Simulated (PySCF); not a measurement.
C$_{3}$H$_{9}$IOSi (SMILES CO[Si](C)(C)I), singlet, geometry from GFN2-xTB (all electrons, no relativity); CASSCF(8,6)/STO-3G run with PySCF.

The PySCF input:
```python
from pyscf import gto, scf, mcscf
import numpy

mol = gto.M(
    atom='''
C     2.640200   -0.533531   -0.842280
O     1.423653   -1.204430   -0.986294
Si   -0.084610   -0.620335   -0.975271
C    -0.468676    0.588419   -2.386208
C    -1.185532   -2.147149   -0.905965
I    -0.360895    0.694853    1.122176
H     2.624732    0.109078    0.042064
H     3.423583   -1.282505   -0.728288
H     2.849794    0.079588   -1.721591
H    -1.498413    0.930648   -2.346643
H    -0.314254    0.118358   -3.353865
H     0.168960    1.468315   -2.340037
H    -0.952910   -2.763552   -0.043711
H    -2.228150   -1.855484   -0.838007
H    -1.066565   -2.757978   -1.794355
''',
    basis='sto-3g',
    charge=0,
    spin=0,
    verbose=4,
)

mf = scf.RHF(mol)
mf.kernel()
mc = mcscf.CASSCF(mf, 6, 8)
mc.fix_spin_(ss=0.0)
mc.kernel()
occ = numpy.linalg.eigvalsh(mc.fcisolver.make_rdm1(mc.ci, mc.ncas, mc.nelecas))[::-1]
ss = mc.fcisolver.spin_square(mc.ci, mc.ncas, mc.nelecas)[0]
print('natural occupations', occ.round(4), ' <S^2>', round(ss, 4))
```

It wrote (shortened):

```
PySCF version 2.14.0

[INPUT] verbose = 4
[INPUT] num. atoms = 15
[INPUT] num. electrons = 102
[INPUT] charge = 0
[INPUT] spin (= nelec alpha-beta = 2S) = 0
[INPUT] symmetry False subgroup None
[INPUT] Mole.unit = angstrom
[INPUT] Symbol           X                Y                Z      unit          X                Y                Z       unit  Magmom
[...]
nuclear repulsion = 664.627105244045
number of shells = 37
number of NR pGTOs = 195
number of NR cGTOs = 65
basis = sto-3g
ecp = {}

******** <class 'pyscf.scf.hf.RHF'> ********
method = RHF
initial guess = minao
damping factor = 0
level_shift factor = 0
DIIS = <class 'pyscf.scf.diis.CDIIS'>
diis_start_cycle = 1
diis_space = 8
diis_damp = 0
SCF conv_tol = 1e-09
SCF conv_tol_grad = None
SCF max_cycles = 50
direct_scf = True
direct_scf_tol = 1e-13
Set gradient conv threshold to 3.16228e-05
Initial guess from minao.
init E= -7306.07564741129
[...]
cycle= 1 E= -7327.59009429859  delta_E= -21.5  |g|= 0.485  |ddm|= 4.41
[...]
cycle= 2 E= -7327.69915547806  delta_E= -0.109  |g|= 0.15  |ddm|= 1.06
[...]
cycle= 3 E= -7327.70852168123  delta_E= -0.00937  |g|= 0.0408  |ddm|= 0.29
[...]
cycle= 4 E= -7327.70959420299  delta_E= -0.00107  |g|= 0.00632  |ddm|= 0.113
[...]
cycle= 5 E= -7327.7096248318  delta_E= -3.06e-05  |g|= 0.00158  |ddm|= 0.0196
[...]
cycle= 6 E= -7327.70962657332  delta_E= -1.74e-06  |g|= 0.000333  |ddm|= 0.00462
[...]
cycle= 7 E= -7327.70962665579  delta_E= -8.25e-08  |g|= 9.45e-05  |ddm|= 0.000992
[...]
cycle= 8 E= -7327.70962666364  delta_E= -7.85e-09  |g|= 2.39e-05  |ddm|= 0.000333
[...]
cycle= 9 E= -7327.70962666422  delta_E= -5.75e-10  |g|= 4.27e-06  |ddm|= 9.95e-05
[...]
Extra cycle  E= -7327.7096266642  delta_E= 2e-11  |g|= 1.67e-06  |ddm|= 9.69e-06
converged SCF energy = -7327.7096266642

******** <class 'pyscf.mcscf.mc1step.CASSCF'> ********
CAS (4e+4e, 6o), ncore = 47, nvir = 12
max_cycle_macro = 50
max_cycle_micro = 4
conv_tol = 1e-07
conv_tol_grad = None
orbital rotation max_stepsize = 0.02
orbital rotation threshold for CI restart = 0.01
augmented hessian ah_max_cycle = 30
augmented hessian ah_conv_tol = 1e-12
augmented hessian ah_linear dependence = 1e-14
augmented hessian ah_level shift = 1e-08
augmented hessian ah_start_tol = 2.5
augmented hessian ah_start_cycle = 3
augmented hessian ah_grad_trust_region = 3
kf_trust_region = 3
kf_interval = 4
ci_response_space = 4
ci_grad_trust_region = 3
with_dep4 0
natorb = False
canonicalization = True
sorting_mo_energy = False
ao2mo_level = 2
internal_rotation = False
******** <class 'pyscf.fci.addons.SpinPenaltyFCISolver'> ********
max. cycles = 50
conv_tol = 1e-08
davidson only = True
linear dependence = 1e-12
level shift = 0.001
max iter space = 12
nroots = 1
pspace_size = 400
spin = None
CASCI E = -7327.71477511042  S^2 = 0.0000000
Set conv_tol_grad to 0.000316228
macro iter   1 ( 21 JK    4 micro), CASSCF E = -7327.71885378781  dE = -4.07867738e-03  S^2 = 0.0000000
               |grad[o]|=0.0101  |grad[c]|=0.0361  |ddm|=0.0373  |maxRot[o]|=0.224
macro iter   2 ( 21 JK    4 micro), CASSCF E = -7327.72309504400  dE = -4.24125619e-03  S^2 = 0.0000000
               |grad[o]|= 0.01  |grad[c]|=0.012  |ddm|=0.011  |maxRot[o]|=0.245
macro iter   3 ( 21 JK    4 micro), CASSCF E = -7327.72585017657  dE = -2.75513257e-03  S^2 = 0.0000000
               |grad[o]|=0.0105  |grad[c]|=0.0125  |ddm|=0.0144  |maxRot[o]|=0.186
macro iter   4 ( 17 JK    4 micro), CASSCF E = -7327.72683369063  dE = -9.83514060e-04  S^2 = 0.0000000
               |grad[o]|=0.00868  |grad[c]|=0.0517  |ddm|=0.0226  |maxRot[o]|=0.105
macro iter   5 ( 21 JK    4 micro), CASSCF E = -7327.72723977407  dE = -4.06083444e-04  S^2 = 0.0000000
               |grad[o]|=0.00753  |grad[c]|=0.0346  |ddm|=0.0149  |maxRot[o]|=0.229
macro iter   6 ( 21 JK    4 micro), CASSCF E = -7327.72782032913  dE = -5.80555061e-04  S^2 = 0.0000000
               |grad[o]|=0.00828  |grad[c]|=0.00368  |ddm|=0.00432  |maxRot[o]|=0.229
[...]
macro iter  32 (  7 JK    2 micro), CASSCF E = -7327.73259037601  dE = -5.55951947e-05  S^2 = 0.0000000
               |grad[o]|=0.000542  |grad[c]|=0.0239  |ddm|=0.00132  |maxRot[o]|=0.0698
macro iter  33 (  7 JK    2 micro), CASSCF E = -7327.73269366376  dE = -1.03287748e-04  S^2 = 0.0000000
               |grad[o]|=0.00105  |grad[c]|=0.0122  |ddm|=0.00189  |maxRot[o]|=0.0698
macro iter  34 (  7 JK    2 micro), CASSCF E = -7327.73289450350  dE = -2.00839740e-04  S^2 = 0.0000000
               |grad[o]|=0.00229  |grad[c]|=0.00431  |ddm|=0.00269  |maxRot[o]|=0.0698
macro iter  35 (  7 JK    2 micro), CASSCF E = -7327.73325635100  dE = -3.61847502e-04  S^2 = 0.0000000
               |grad[o]|=0.00514  |grad[c]|=0.0177  |ddm|=0.00312  |maxRot[o]|=0.0698
macro iter  36 (  7 JK    2 micro), CASSCF E = -7327.73364547594  dE = -3.89124940e-04  S^2 = 0.0000000
               |grad[o]|=0.0094  |grad[c]|=0.0243  |ddm|=0.0028  |maxRot[o]|=0.0669
macro iter  37 (  7 JK    2 micro), CASSCF E = -7327.73376609238  dE = -1.20616436e-04  S^2 = 0.0000000
               |grad[o]|=0.00512  |grad[c]|=0.00473  |ddm|=0.00766  |maxRot[o]|=0.0676
macro iter  38 (  5 JK    1 micro), CASSCF E = -7327.73381023383  dE = -4.41414522e-05  S^2 = 0.0000000
               |grad[o]|=0.00212  |grad[c]|=0.0046  |ddm|=0.00704  |maxRot[o]|=0.0364
macro iter  39 ( 17 JK    4 micro), CASSCF E = -7327.73377749752  dE =  3.27363077e-05  S^2 = 0.0000000
               |grad[o]|=0.00471  |grad[c]|=0.022  |ddm|=0.017  |maxRot[o]|=0.109
macro iter  40 ( 21 JK    4 micro), CASSCF E = -7327.73387522496  dE = -9.77274403e-05  S^2 = 0.0000000
               |grad[o]|=0.00316  |grad[c]|=0.00293  |ddm|=0.00255  |maxRot[o]|=0.0702
macro iter  41 ( 21 JK    4 micro), CASSCF E = -7327.73389338645  dE = -1.81614878e-05  S^2 = 0.0000000
               |grad[o]|=0.00202  |grad[c]|=0.00357  |ddm|=0.00385  |maxRot[o]|=0.0179
macro iter  42 (  7 JK    2 micro), CASSCF E = -7327.73394206582  dE = -4.86793697e-05  S^2 = 0.0000000
               |grad[o]|=0.00139  |grad[c]|=0.00244  |ddm|=0.00317  |maxRot[o]|=0.0517
macro iter  43 (  7 JK    2 micro), CASSCF E = -7327.73398471590  dE = -4.26500792e-05  S^2 = 0.0000000
               |grad[o]|=0.00109  |grad[c]|=0.00415  |ddm|=0.00323  |maxRot[o]|=0.0601
macro iter  44 ( 17 JK    4 micro), CASSCF E = -7327.73392246908  dE =  6.22468224e-05  S^2 = 0.0000000
               |grad[o]|=0.000951  |grad[c]|=0.0165  |ddm|=0.003  |maxRot[o]|=0.0925
macro iter  45 ( 21 JK    4 micro), CASSCF E = -7327.73396032588  dE = -3.78568020e-05  S^2 = 0.0000000
               |grad[o]|=0.00155  |grad[c]|=0.0043  |ddm|=0.00146  |maxRot[o]|=0.0631
macro iter  46 ( 21 JK    4 micro), CASSCF E = -7327.73397184330  dE = -1.15174253e-05  S^2 = 0.0000000
               |grad[o]|=0.00102  |grad[c]|=0.00334  |ddm|=0.00228  |maxRot[o]|=0.0154
macro iter  47 (  7 JK    2 micro), CASSCF E = -7327.73402678520  dE = -5.49418965e-05  S^2 = 0.0000000
               |grad[o]|=0.000773  |grad[c]|=0.00261  |ddm|=0.00262  |maxRot[o]|=0.0508
macro iter  48 (  7 JK    2 micro), CASSCF E = -7327.73408066940  dE = -5.38841941e-05  S^2 = 0.0000000
               |grad[o]|=0.000873  |grad[c]|=0.00446  |ddm|=0.0035  |maxRot[o]|=0.0596
macro iter  49 ( 17 JK    4 micro), CASSCF E = -7327.73414661916  dE = -6.59497628e-05  S^2 = 0.0000000
               |grad[o]|=0.00125  |grad[c]|=0.0202  |ddm|=0.00548  |maxRot[o]|=0.095
macro iter  50 ( 21 JK    4 micro), CASSCF E = -7327.73535964812  dE = -1.21302896e-03  S^2 = 0.0000000
               |grad[o]|=0.00244  |grad[c]|=0.0161  |ddm|=0.0157  |maxRot[o]|=0.223
1-step CASSCF not converged,  50 macro (666 JK 149 micro) steps
CASSCF canonicalization
Density matrix diagonal elements [1.98757383 1.9929371  1.98774376 1.99190956 0.01876487 0.02107088]
CASSCF energy = -7327.73535964812
CASCI E = -7327.73535964812  E(CI) = -13.5783323981486  S^2 = 0.0000000
natural occupations [1.9977 1.9945 1.9894 1.9799 0.0236 0.0149]  <S^2> 0.0
```

Convergence was not reached.
